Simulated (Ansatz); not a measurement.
n-GeGeGeGeSiGeH14 (SiGe₅H₁₄), 20 atoms. Hardware: 4 threads of Intel Xeon Platinum 8488C on a shared host.

Correlated methods freeze 50 core orbitals; core or outer-core shells of Ge are correlated, in sets that lack core-valence functions.

(1) How many basis functions does each of these Ansatz runs have, and roughly what does it cost? PBE0-D4/def2-SVP, charge 0 singlet, energy, from earlier orbitals; PBE-D4/def2-TZVP, charge 0 singlet, energy, from earlier orbitals; r2SCANh-D4/def2-TZVP, charge 1 doublet at the geometry of the charge 0 singlet, energy, from earlier orbitals; PBE0-D4/def2-TZVP, charge 0 triplet at the geometry of the charge 0 singlet, energy; PBE0-D4/def2-TZVP, charge 1 doublet at the geometry of the charge 0 singlet, energy; r2SCAN-D4/def2-TZVP, charge 0 triplet at the geometry of the charge 0 singlet, energy, from earlier orbitals; PBE-D4/def2-TZVP, charge -1 doublet at the geometry of the charge 0 singlet, energy, from earlier orbitals; PBE0-D4/def2-TZVP, charge 0 singlet, energy, from earlier orbitals; MP2/def2-SVP, charge 0 singlet, energy, from earlier orbitals; BLYP-D4/def2-TZVP, charge 0 singlet, energy, from earlier orbitals; PBE-D4/def2-TZVP, charge 0 triplet at the geometry of the charge 0 singlet, energy, from earlier orbitals; PBE0-D4/def2-TZVP, charge -1 doublet at the geometry of the charge 0 singlet, energy.

## Answers

(1) Other jobs shared the machine, so times can vary by a factor of up to 3.

```
                                                                                                          run  functions  fitting or Cholesky vectors  wall time  peak host memory (GiB)
                                           BLYP-D4/def2-TZVP, charge 0 singlet, energy, from earlier orbitals        361                         2658        6 s                    0.99
                                            PBE-D4/def2-TZVP, charge 0 singlet, energy, from earlier orbitals        361                         2658      6.5 s                    0.98
                                            PBE0-D4/def2-SVP, charge 0 singlet, energy, from earlier orbitals        248                         2454       10 s                     1.1
                                                MP2/def2-SVP, charge 0 singlet, energy, from earlier orbitals        248                         2454       11 s                     1.2
                                           PBE0-D4/def2-TZVP, charge 0 singlet, energy, from earlier orbitals        361                         2889       18 s                     2.6
   PBE-D4/def2-TZVP, charge -1 doublet at the geometry of the charge 0 singlet, energy, from earlier orbitals        361                         2658       29 s                     2.3
    PBE-D4/def2-TZVP, charge 0 triplet at the geometry of the charge 0 singlet, energy, from earlier orbitals        361                         2658       31 s                     2.3
                          PBE0-D4/def2-TZVP, charge 1 doublet at the geometry of the charge 0 singlet, energy        361                         2538       41 s                     2.7
r2SCANh-D4/def2-TZVP, charge 1 doublet at the geometry of the charge 0 singlet, energy, from earlier orbitals        361                         2538       42 s                     2.7
 r2SCAN-D4/def2-TZVP, charge 0 triplet at the geometry of the charge 0 singlet, energy, from earlier orbitals        361                         2658       70 s                     2.5
                          PBE0-D4/def2-TZVP, charge 0 triplet at the geometry of the charge 0 singlet, energy        361                         2538       78 s                     3.3
                         PBE0-D4/def2-TZVP, charge -1 doublet at the geometry of the charge 0 singlet, energy        361                         2538       78 s                     2.8
```
